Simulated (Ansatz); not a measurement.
Cartesian coordinates in Å:
```
Si -0.3137 -2.1563 -0.8062
C -0.1667 -0.6166 0.2386
C 0.2315 0.5685 -0.2370
Si 0.3815 2.0662 0.8442
Cl -0.8681 3.5560 0.1646
H 0.5692 -3.2279 -0.2723
H 0.0825 -1.8278 -2.1998
H -1.7124 -2.6618 -0.7855
H -0.4237 -0.6879 1.2971
H 0.4851 0.6555 -1.2939
H 1.7555 2.6235 0.8246
H -0.0208 1.7086 2.2256
```

The species carries charge 0 and has multiplicity 1.

Problem. List the ωB97M-V/def2-TZVPP orbital energies in eV (the Gaussian-basis code of Ansatz). (Best estimate.)

Solution. Ansatz gave: Occupied: -2771.80, -1807.92, -1807.03, -281.98, -281.89, -262.21, -199.68, -199.56, -199.56, -148.92, -148.13, -103.08, -103.00, -102.99, -102.24, -102.23, -102.23, -25.79, -24.61, -19.59, -17.69, -17.53, -14.43, -14.16, -13.32, -12.96, -12.47, -12.15, -11.87, -11.19, -10.65, -10.54. Lowest empty: 0.70, 2.08, 2.48, 2.60, 2.89, 3.14, 3.23, 3.60.
